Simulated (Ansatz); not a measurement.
`C#CC[SiH2]F` + `C=N` → `C=N[SiH2]F` + `C#CC` at 700 K and 1 bar (ligand exchange at the Si–C bond).

Isolated molecules relaxed with PBE0-D4/def2-TZVP in Ansatz; ΔE leaves out vibrations. CBS: MP2 limit from def2 TZ/QZ plus the TZ coupled-cluster correction, frozen cores. This one scheme is used for every species. One conformer a species, not always the lowest.

```csv
species,CCSD(T)/CBS energy (Eh),H − E (kJ/mol),S (J/(mol·K))
`C#CC[SiH2]F`,-506.03864,249.1,445.8
`C=N`,-94.52360,135.6,268.6
`C=N[SiH2]F`,-484.08456,192.5,390.9
`C#CC`,-116.49627,191.4,312.9
```

H − E and S are ideal-gas, rigid-rotor, harmonic terms from PBE0-D4/def2-TZVP, for one conformer and one mirror image of each species. 1 Eh = 2625.50 kJ/mol, R = 8.31446 J/(mol·K).

Question: By hand: ΔE, ΔH, ΔS and ΔG.

Answer: ΔE = (-484.08456) + (-116.49627) − (-506.03864) − (-94.52360) = -0.01859 Eh = -48.8 kJ/mol. Δ(H − E) = 192.5 + 191.4 − 249.1 − 135.6 = -0.8, so ΔH = -49.6 kJ/mol. ΔS = 390.9 + 312.9 − 445.8 − 268.6 = -10.6 J/(mol·K). ΔG = -49.6 − 700 × (-10.6)/1000 = -42.2 kJ/mol.

Question: By hand: the equilibrium constant, and the temperature at which ΔG would vanish if ΔH and ΔS stayed fixed.

Answer: log₁₀ K = −ΔG/(RT ln 10) = 3.1. ΔG = 0 at ΔH/ΔS = 4679 K, far beyond where these terms or the molecules hold.

The number of gas molecules stays the same, so ΔS is small and ΔH decides. A doubt of 5 kJ/mol in ΔE shifts log₁₀ K by 0.4 here. Other conformers and mirror images would add mixing entropy, several J/(mol·K) or more a flexible species. These are equilibria of isolated gas molecules and say nothing of rates. Largest T1 diagnostic: 0.013 (customary marks: 0.02 for closed shells, 0.045 for open ones).
